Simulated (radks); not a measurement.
All-electron atom: the cerium ion Ce4+ in [Xe]. Calculated with a radial shooting solver on a logarithmic mesh with Libxc functionals: scalar-relativistic Kohn-Sham, SCAN, spin-unpolarised, spherical densities, finite nucleus; meta-GGA in the generalised Kohn-Sham scheme; Fermi nuclear charge, rms radius 4.8771 fm.

Normalised radial functions P(r) = r R(r), r in bohr:

r              5s
0.002103   0.0656
0.002827   0.0818
0.0038     0.1003
0.00511    0.1200
0.00687    0.1386
0.009236   0.1519
0.01242    0.1535
0.0167     0.1344
0.02263    0.0833
0.03042   -0.0021
0.0409    -0.1134
0.05499   -0.2157
0.07393   -0.2458
0.0994    -0.1396
0.1336     0.0998
0.1797     0.3293
0.2416     0.3120
0.3248    -0.0494
0.4366    -0.4720
0.5871    -0.4559
0.7893     0.1258
1.061      0.7945
1.427      0.9797
1.918      0.6691
2.579      0.2661
3.467      0.0557
4.662      0.0052
6.267      0.0002
8.426      0.0000

5s: eigenvalue -79.990 eV, 4 radial nodes at r = 0.0302, 0.120, 0.315, 0.750 bohr, <r> = 1.47 bohr, 90 % of the charge inside 2.09 bohr.

Empty levels of this run are not shown, since the potential may be unsettled where no density lies.
